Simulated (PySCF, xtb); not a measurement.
C₅H₆F₂, SMILES C1=CC[C@H]1C(F)F. The values are those of a single conformer.

Harmonic wavenumbers (cm⁻¹) from xtb with GFN2-xTB at its own minimum, in rising order: 64, 138, 212, 320, 403, 504, 623, 760, 822, 843, 903, 961, 983, 1015, 1028, 1033, 1068, 1111, 1163, 1167, 1202, 1251, 1264, 1282, 1296, 1448, 1657, 2875, 2967, 3005, 3017, 3128, 3147.

Question: What does PBE0-D3(BJ)/def2-SVP (PySCF) give at its own minimum? (Estimate from the structure and the level; the computed values follow.)

Answer: 89, 149, 222, 335, 435, 548, 645, 761, 830, 885, 942, 966, 1000, 1025, 1042, 1107, 1141, 1160, 1192, 1218, 1233, 1326, 1348, 1406, 1419, 1447, 1677, 3074, 3080, 3090, 3145, 3209, 3240. Paired by order, the mean absolute difference is 52 cm⁻¹ and the zero-point energies are 61.0 and 63.5 kcal/mol.
